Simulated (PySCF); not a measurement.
C₅H₈O₂Si, SMILES C#CC[SiH2]C(=O)OC (GFN2-xTB optimised geometry):

```
16

C      2.092    -3.013     0.077
C      1.654    -1.900     0.041
C      1.117    -0.562     0.000
Si    -0.792    -0.562     0.000
C     -1.373     1.268     0.000
O     -2.485     1.640    -0.282
O     -0.398     2.102     0.384
C     -0.722     3.487     0.457
H      2.485    -3.985     0.107
H      1.492    -0.006     0.864
H      1.498    -0.061    -0.895
H     -1.320    -1.187     1.217
H     -1.345    -1.208    -1.192
H      0.145     3.985     0.884
H     -1.602     3.633     1.086
H     -0.935     3.875    -0.541
```

Computed with PBE/def2-TZVP (PySCF).

### Question
What are the frontier orbital energies and the dipole moment?

### Answer
HOMO-2 -6.64 eV, HOMO-1 -6.63 eV, HOMO -6.07 eV, LUMO -1.72 eV, LUMO+1 -0.27 eV; dipole moment 2.15 D.

Meta-Löwdin charges at PBE/def2-TZVP: C1 -0.24, C2 -0.03, C3 -0.44, Si4 0.57, C5 0.27, O6 -0.42, O7 -0.30, C8 -0.16, H9 0.17, H10 0.16, H11 0.16, H12 -0.07, H13 -0.07, H14 0.14, H15 0.13, H16 0.13.
